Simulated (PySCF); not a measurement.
## Computed properties of Te(H)(GeH3) (GeH4Te), SMILES [GeH3][TeH]

GeH₄Te, SMILES [GeH3][TeH]. Coordinates come from a B3LYP-D3(BJ)/def2-TZVP optimisation. The def2 effective core potentials stand for the cores of Te; spin–orbit coupling is left out. Other conformers were not sampled. All values are computed for the isolated molecule unless a solvent is named; none is compared with measurement here.

**Structure.** The optimised structure has Cs symmetry. All 12 harmonic modes at B3LYP-D3(BJ)/def2-TZVP (PySCF) are real, so it is a minimum.

**Vibrations.** The strongest infrared lines (harmonic, unscaled, degenerate partners summed) lie at 802 cm⁻¹ (314 km/mol, H 97 %), 2150 cm⁻¹ (108 km/mol, H 98 %), 2139 cm⁻¹ (104 km/mol, H 98 %). The softest mode is at 123 cm⁻¹ and the zero-point energy is 18.6 kcal/mol.

**Electronic structure.** r2SCAN/def2-TZVPD (PySCF) places the frontier levels at -5.66 and -1.59 eV, a gap of 4.07 eV, and gives a dipole moment of 0.77 D and a mean polarisability of 78.6 bohr³.

**Excitations.** TDDFT-PBE0/def2-SVPD (PySCF) has S1 at 3.97 eV (312 nm, f = 0.002, weak); the most intense of the 10 singlets computed lies at 7.00 eV (f = 0.35). T1 (TDA) is at 3.55 eV. No vertical singlet excitation falls in the visible range (under 3.1 eV).
